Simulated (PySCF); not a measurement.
**Calculated NMR data**

PySCF 2.14.0 with density-fitted response routines calculation with NMR shieldings at PBE0/pcSseg-1/GIAO, coordinates at the PBE0-D3(BJ)/def2-SVP level and couplings computed with B3LYP/pcJ-1 (spin–dipole term left out of most H,H and C,H couplings); no relativistic terms, fast rotation and ring inversion assumed for equivalent nuclei, one conformer, isolated molecule.

Referencing at the same level of theory: TMS for ¹H (σref 31.27), ¹³C (σref 184.41). Multiplet labels drop J under 1 Hz and among equivalent protons, and merge close values. Unscaled 3J(H,H) run several per cent high. Where no couplings were computed, multiplicities follow the n + 1 count of equivalent neighbours, and m marks all less simple cases (inequivalent or close neighbours, rings, F or P nearby). Shifts are as computed. Against solution values, carbons near 30 ppm lie about +2 ppm off and those near 130 ppm about +5 ppm. Of 1211 compounds with measured shifts, 218 miss one by over three times the rms of a fit or turn the order of signals round; such compounds aren't used in these exercises.

**1.** `CC=C(C)C`, C$_{5}$H$_{10}$. ¹H NMR (600 MHz, computed): δ 5.38 (q of sept, J = 8.1, 2.0 Hz, 1H), 1.72 (d of sept, J = 8.1, 1.7 Hz, 3H), 1.70 (quint, J = 2.0 Hz, 3H), 1.65 (quint, J = 1.6 Hz, 3H). ¹³C{¹H} NMR (computed): δ 138.6 (C), 128.0 (CH), 28.3 (CH3), 18.1 (CH3), 16.2 (CH3).

**2.** `C1=CC(N2CC2)=CC=C1`, C$_{8}$H$_{9}$N. ¹H NMR (600 MHz, computed): δ 7.31 (m, 2H), 6.96 (t, 1H), 6.92 (d, 2H), 1.83 (s, 4H). ¹³C{¹H} NMR (computed): δ 159.4, 134.6, 125.7, 123.9, 27.0.
